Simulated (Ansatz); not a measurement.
Ansatz (a program for electronic structure) input (HF/6-31G*):

Ansatz 0.2 input:
```yaml
crystal:
  periodic: [false, false, false]
  atoms:
    - {symbol: C, position_ang: [2.37485800, -0.50137200, -0.28116500]}
    - {symbol: C, position_ang: [1.38072200, -0.28400400, 0.57801800]}
    - {symbol: Si, position_ang: [-0.35902500, 0.07712800, 0.06539100]}
    - {symbol: O, position_ang: [-0.43029100, 0.42559100, -1.54385800]}
    - {symbol: O, position_ang: [-1.39608800, -1.17682400, 0.28015700]}
    - {symbol: O, position_ang: [-0.86419100, 1.29589200, 1.03572500]}
    - {symbol: H, position_ang: [2.21863500, -0.46874100, -1.35440100]}
    - {symbol: H, position_ang: [3.38516700, -0.72607000, 0.04417000]}
    - {symbol: H, position_ang: [1.60248300, -0.33583400, 1.64127300]}
    - {symbol: H, position_ang: [0.08532900, 1.16951400, -1.86449600]}
    - {symbol: H, position_ang: [-1.46419300, -1.82174400, -0.42821100]}
    - {symbol: H, position_ang: [-1.80999800, 1.45807900, 1.08888000]}
basis:
  gaussian:
    orbitals: 6-31G*
hamiltonian:
  xc: {name: HF}
relax: {f_tol: 0.003, max_steps: 120}
```

Output:

```
Functional definition: HF
integrals: 0.06 GiB planned
1116 factors; integrals over basis functions are off by at most 4.3e-4 eV
mean field: 0.36 GiB planned
mean field evaluation 1: about -16127.2353 eV, gradient 5.2e1 eV
mean field evaluation 2: about -16127.3156 eV, gradient 5.2e1 eV
mean field evaluation 4: about -16132.5057 eV, gradient 3.6e0 eV
mean field evaluation 8: about -16132.5492 eV, gradient 1.8e-1 eV
mean field -16132.54933378 eV, -592.8602529817 hartree, gradient 2.5e-5 eV, S^2 0.000000; 0 other end points of the search recorded, 0 dependent functions left out
the calculation of the forces begins
reference -16132.54933378 eV, -592.8602529817 hartree; 28, 28 occupied and 78, 78 virtual orbitals, 1116 factors
relax step   1: F+E_penalty+E_count = -16132.54933378 eV  Δ(F+E_penalty+E_count) = +0.000e0 eV  max|allowed force component| = 7.569e-1 eV/Å  Δτ_max = 0.0000 Å  (35 SCF iters, accepted)
these checks for a lower state are left out or cut short: starts, cluster_reference, orbital_swaps, neighbouring_geometries, increment
integrals: 0.06 GiB planned
1116 factors; integrals over basis functions are off by at most 4.2e-4 eV
mean field: 0.36 GiB planned
mean field evaluation 16: about -16132.5731 eV, gradient 2.8e-4 eV
mean field -16132.57306985 eV, -592.8611252660 hartree, gradient 1.6e-5 eV, S^2 0.000000; 0 other end points of the search recorded, 0 dependent functions left out
the calculation of the forces begins
reference -16132.57306985 eV, -592.8611252660 hartree; 28, 28 occupied and 78, 78 virtual orbitals, 1116 factors
relax step   2: F+E_penalty+E_count = -16132.57306985 eV  Δ(F+E_penalty+E_count) = -2.374e-2 eV  max|allowed force component| = 1.508e-1 eV/Å  Δτ_max = 0.0188 Å  (34 SCF iters, accepted)
these checks for a lower state are left out or cut short: starts, cluster_reference, orbital_swaps, neighbouring_geometries, increment
integrals: 0.06 GiB planned
1116 factors; integrals over basis functions are off by at most 4.2e-4 eV
mean field: 0.36 GiB planned
mean field -16132.57330097 eV, -592.8611337597 hartree, gradient 1.6e-5 eV, S^2 0.000000; 0 other end points of the search recorded, 0 dependent functions left out
the calculation of the forces begins
reference -16132.57330097 eV, -592.8611337597 hartree; 28, 28 occupied and 78, 78 virtual orbitals, 1116 factors
relax step   3: F+E_penalty+E_count = -16132.57330097 eV  Δ(F+E_penalty+E_count) = -2.311e-4 eV  max|allowed force component| = 1.896e-1 eV/Å  Δτ_max = 0.0133 Å  (34 SCF iters, accepted)
these checks for a lower state are left out or cut short: starts, cluster_reference, orbital_swaps, neighbouring_geometries, increment
integrals: 0.06 GiB planned
1116 factors; integrals over basis functions are off by at most 4.2e-4 eV
mean field: 0.36 GiB planned
mean field evaluation 32: about -16132.5738 eV, gradient 1.1e-5 eV
mean field -16132.57383408 eV, -592.8611533512 hartree, gradient 1.6e-5 eV, S^2 0.000000; 0 other end points of the search recorded, 0 dependent functions left out
the calculation of the forces begins
reference -16132.57383408 eV, -592.8611533512 hartree; 28, 28 occupied and 78, 78 virtual orbitals, 1116 factors
relax step   4: F+E_penalty+E_count = -16132.57383408 eV  Δ(F+E_penalty+E_count) = -5.331e-4 eV  max|allowed force component| = 1.761e-1 eV/Å  Δτ_max = 0.0347 Å  (33 SCF iters, accepted)
these checks for a lower state are left out or cut short: starts, cluster_reference, orbital_swaps, neighbouring_geometries, increment
integrals: 0.06 GiB planned
1116 factors; integrals over basis functions are off by at most 4.2e-4 eV
mean field: 0.36 GiB planned
mean field -16132.57524076 eV, -592.8612050459 hartree, gradient 1.6e-5 eV, S^2 0.000000; 0 other end points of the search recorded, 0 dependent functions left out
the calculation of the forces begins
reference -16132.57524076 eV, -592.8612050459 hartree; 28, 28 occupied and 78, 78 virtual orbitals, 1116 factors
relax step   5: F+E_penalty+E_count = -16132.57524076 eV  Δ(F+E_penalty+E_count) = -1.407e-3 eV  max|allowed force component| = 7.137e-2 eV/Å  Δτ_max = 0.0285 Å  (34 SCF iters, accepted)
these checks for a lower state are left out or cut short: starts, cluster_reference, orbital_swaps, neighbouring_geometries, increment
integrals: 0.06 GiB planned
1116 factors; integrals over basis functions are off by at most 4.2e-4 eV
mean field: 0.36 GiB planned
mean field -16132.57571008 eV, -592.8612222928 hartree, gradient 1.1e-5 eV, S^2 0.000000; 0 other end points of the search recorded, 0 dependent functions left out
the calculation of the forces begins
reference -16132.57571008 eV, -592.8612222928 hartree; 28, 28 occupied and 78, 78 virtual orbitals, 1116 factors
relax step   6: F+E_penalty+E_count = -16132.57571008 eV  Δ(F+E_penalty+E_count) = -4.693e-4 eV  max|allowed force component| = 1.713e-2 eV/Å  Δτ_max = 0.0092 Å  (27 SCF iters, accepted)
these checks for a lower state are left out or cut short: starts, cluster_reference, orbital_swaps, neighbouring_geometries, increment
integrals: 0.06 GiB planned
1116 factors; integrals over basis functions are off by at most 4.2e-4 eV
mean field: 0.36 GiB planned
mean field -16132.57584902 eV, -592.8612273987 hartree, gradient 7.2e-6 eV, S^2 0.000000; 0 other end points of the search recorded, 0 dependent functions left out
the calculation of the forces begins
[...]
mean field: 0.36 GiB planned
mean field evaluation 64: about -16132.5761 eV, gradient 1.3e-5 eV
mean field -16132.57614037 eV, -592.8612381057 hartree, gradient 1.3e-5 eV, S^2 0.000000; 0 other end points of the search recorded, 0 dependent functions left out
the calculation of the forces begins
reference -16132.57614037 eV, -592.8612381057 hartree; 28, 28 occupied and 78, 78 virtual orbitals, 1116 factors
relax step   9: F+E_penalty+E_count = -16132.57614037 eV  Δ(F+E_penalty+E_count) = -4.246e-5 eV  max|allowed force component| = 2.751e-2 eV/Å  Δτ_max = 0.0094 Å  (26 SCF iters, accepted)
these checks for a lower state are left out or cut short: starts, cluster_reference, orbital_swaps, neighbouring_geometries, increment
integrals: 0.06 GiB planned
1116 factors; integrals over basis functions are off by at most 4.2e-4 eV
mean field: 0.36 GiB planned
mean field -16132.57626234 eV, -592.8612425880 hartree, gradient 1.8e-5 eV, S^2 0.000000; 0 other end points of the search recorded, 0 dependent functions left out
the calculation of the forces begins
reference -16132.57626234 eV, -592.8612425880 hartree; 28, 28 occupied and 78, 78 virtual orbitals, 1116 factors
relax step  10: F+E_penalty+E_count = -16132.57626234 eV  Δ(F+E_penalty+E_count) = -1.220e-4 eV  max|allowed force component| = 1.686e-2 eV/Å  Δτ_max = 0.0071 Å  (26 SCF iters, accepted)
these checks for a lower state are left out or cut short: starts, cluster_reference, orbital_swaps, neighbouring_geometries, increment
integrals: 0.06 GiB planned
1116 factors; integrals over basis functions are off by at most 4.2e-4 eV
mean field: 0.36 GiB planned
mean field -16132.57636751 eV, -592.8612464529 hartree, gradient 1.6e-5 eV, S^2 0.000000; 0 other end points of the search recorded, 0 dependent functions left out
the calculation of the forces begins
reference -16132.57636751 eV, -592.8612464529 hartree; 28, 28 occupied and 78, 78 virtual orbitals, 1116 factors
relax step  11: F+E_penalty+E_count = -16132.57636751 eV  Δ(F+E_penalty+E_count) = -1.052e-4 eV  max|allowed force component| = 9.193e-3 eV/Å  Δτ_max = 0.0151 Å  (34 SCF iters, accepted)
these checks for a lower state are left out or cut short: starts, cluster_reference, orbital_swaps, neighbouring_geometries, increment
integrals: 0.06 GiB planned
1116 factors; integrals over basis functions are off by at most 4.2e-4 eV
mean field: 0.36 GiB planned
mean field -16132.57639694 eV, -592.8612475346 hartree, gradient 1.6e-5 eV, S^2 0.000000; 0 other end points of the search recorded, 0 dependent functions left out
the calculation of the forces begins
reference -16132.57639694 eV, -592.8612475346 hartree; 28, 28 occupied and 78, 78 virtual orbitals, 1116 factors
relax step  12: F+E_penalty+E_count = -16132.57639694 eV  Δ(F+E_penalty+E_count) = -2.943e-5 eV  max|allowed force component| = 7.529e-3 eV/Å  Δτ_max = 0.0154 Å  (26 SCF iters, accepted)
these checks for a lower state are left out or cut short: starts, cluster_reference, orbital_swaps, neighbouring_geometries, increment
integrals: 0.06 GiB planned
1116 factors; integrals over basis functions are off by at most 4.2e-4 eV
mean field: 0.36 GiB planned
mean field -16132.57623762 eV, -592.8612416797 hartree, gradient 1.4e-5 eV, S^2 0.000000; 0 other end points of the search recorded, 0 dependent functions left out
the calculation of the forces begins
reference -16132.57623762 eV, -592.8612416797 hartree; 28, 28 occupied and 78, 78 virtual orbitals, 1116 factors
relax step  13: F+E_penalty+E_count = -16132.57623762 eV  Δ(F+E_penalty+E_count) = +1.593e-4 eV  max|allowed force component| = 2.666e-2 eV/Å  Δτ_max = 0.0170 Å  (26 SCF iters, rejected (line search))
these checks for a lower state are left out or cut short: starts, cluster_reference, orbital_swaps, neighbouring_geometries, increment
integrals: 0.06 GiB planned
1116 factors; integrals over basis functions are off by at most 4.2e-4 eV
mean field: 0.36 GiB planned
mean field evaluation 96: about -16132.5764 eV, gradient 2.3e-5 eV
mean field -16132.57643312 eV, -592.8612488641 hartree, gradient 2.3e-5 eV, S^2 0.000000; 0 other end points of the search recorded, 0 dependent functions left out
the calculation of the forces begins
reference -16132.57643312 eV, -592.8612488641 hartree; 28, 28 occupied and 78, 78 virtual orbitals, 1116 factors
relax step  14: F+E_penalty+E_count = -16132.57643312 eV  Δ(F+E_penalty+E_count) = -3.618e-5 eV  max|allowed force component| = 3.126e-3 eV/Å  Δτ_max = 0.0081 Å  (25 SCF iters, accepted)
these checks for a lower state are left out or cut short: starts, cluster_reference, orbital_swaps, neighbouring_geometries, increment
integrals: 0.06 GiB planned
1116 factors; integrals over basis functions are off by at most 4.2e-4 eV
mean field: 0.36 GiB planned
mean field -16132.57643909 eV, -592.8612490835 hartree, gradient 2.0e-5 eV, S^2 0.000000; 0 other end points of the search recorded, 0 dependent functions left out
the calculation of the forces begins
reference -16132.57643909 eV, -592.8612490835 hartree; 28, 28 occupied and 78, 78 virtual orbitals, 1116 factors
relax step  15: F+E_penalty+E_count = -16132.57643909 eV  Δ(F+E_penalty+E_count) = -5.971e-6 eV  max|allowed force component| = 3.845e-3 eV/Å  Δτ_max = 0.0029 Å  (25 SCF iters, accepted)
these checks for a lower state are left out or cut short: starts, cluster_reference, orbital_swaps, neighbouring_geometries, increment
integrals: 0.06 GiB planned
1116 factors; integrals over basis functions are off by at most 4.2e-4 eV
mean field: 0.36 GiB planned
mean field -16132.57644078 eV, -592.8612491455 hartree, gradient 2.1e-5 eV, S^2 0.000000; 0 other end points of the search recorded, 0 dependent functions left out
the calculation of the forces begins
reference -16132.57644078 eV, -592.8612491455 hartree; 28, 28 occupied and 78, 78 virtual orbitals, 1116 factors
relax step  16: F+E_penalty+E_count = -16132.57644078 eV  Δ(F+E_penalty+E_count) = -1.688e-6 eV  max|allowed force component| = 3.168e-3 eV/Å  Δτ_max = 0.0034 Å  (25 SCF iters, accepted)
these checks for a lower state are left out or cut short: starts, cluster_reference, orbital_swaps, neighbouring_geometries, increment
integrals: 0.06 GiB planned
1116 factors; integrals over basis functions are off by at most 4.2e-4 eV
mean field: 0.36 GiB planned
mean field -16132.57643806 eV, -592.8612490458 hartree, gradient 1.8e-5 eV, S^2 0.000000; 0 other end points of the search recorded, 0 dependent functions left out
the calculation of the forces begins
reference -16132.57643806 eV, -592.8612490458 hartree; 28, 28 occupied and 78, 78 virtual orbitals, 1116 factors
relax step  17: F+E_penalty+E_count = -16132.57643806 eV  Δ(F+E_penalty+E_count) = +2.714e-6 eV  max|allowed force component| = 8.903e-3 eV/Å  Δτ_max = 0.0027 Å  (25 SCF iters, rejected (line search))
these checks for a lower state are left out or cut short: starts, cluster_reference, orbital_swaps, neighbouring_geometries, increment
integrals: 0.06 GiB planned
1116 factors; integrals over basis functions are off by at most 4.2e-4 eV
mean field: 0.36 GiB planned
mean field -16132.57644183 eV, -592.8612491842 hartree, gradient 3.9e-5 eV, S^2 0.000000; 0 other end points of the search recorded, 0 dependent functions left out
the calculation of the forces begins
reference -16132.57644183 eV, -592.8612491842 hartree; 28, 28 occupied and 78, 78 virtual orbitals, 1116 factors
relax step  18: F+E_penalty+E_count = -16132.57644183 eV  Δ(F+E_penalty+E_count) = -1.052e-6 eV  max|allowed force component| = 1.587e-3 eV/Å  Δτ_max = 0.0008 Å  (22 SCF iters, accepted)
integrals: 0.06 GiB planned
1116 factors; integrals over basis functions are off by at most 4.2e-4 eV
mean field: 0.36 GiB planned
mean field evaluation 128: about -16132.5763 eV, gradient 1.7e-1 eV
mean field -16132.57644183 eV, -592.8612491842 hartree, gradient 3.9e-5 eV, S^2 0.000000; 1 other end points of the search recorded, 0 dependent functions left out
the calculation of the forces begins
reference -16132.57644183 eV, -592.8612491842 hartree; 28, 28 occupied and 78, 78 virtual orbitals, 1116 factors
Total energy: -16132.57644183 eV, -592.8612491842 hartree
Atom 0 at     2.387643    -0.496059    -0.272128 Å, force    -0.000049    -0.000056    -0.000300 eV/Å
Atom 1 at     1.399454    -0.290681     0.586315 Å, force     0.000423    -0.000311    -0.000099 eV/Å
Atom 2 at    -0.346891     0.064976     0.069087 Å, force    -0.000035     0.001117     0.001156 eV/Å
Atom 3 at    -0.410297     0.389926    -1.540357 Å, force     0.000450     0.000748    -0.000276 eV/Å
Atom 4 at    -1.387749    -1.178955     0.287624 Å, force    -0.000193     0.000121     0.000205 eV/Å
Atom 5 at    -0.863820     1.306436     0.997060 Å, force    -0.000006    -0.001587    -0.000829 eV/Å
Atom 6 at     2.234200    -0.466322    -1.337675 Å, force    -0.000055     0.000016     0.000490 eV/Å
Atom 7 at     3.394782    -0.706706     0.047346 Å, force    -0.000067     0.000152    -0.000025 eV/Å
Atom 8 at     1.623701    -0.336753     1.641427 Å, force     0.000033     0.000009     0.000077 eV/Å
Atom 9 at     0.035415     1.162605    -1.857019 Å, force    -0.000328    -0.000371    -0.000473 eV/Å
Atom 10 at    -1.542486    -1.748244    -0.453032 Å, force    -0.000122    -0.000333    -0.000146 eV/Å
Atom 11 at    -1.800544     1.411391     1.092835 Å, force    -0.000051     0.000494     0.000220 eV/Å
Dipole moment:     0.086350     0.047151    -0.295177 e Å
```

The geometry given is a B3LYP-D3(BJ)/def2-TZVP minimum.
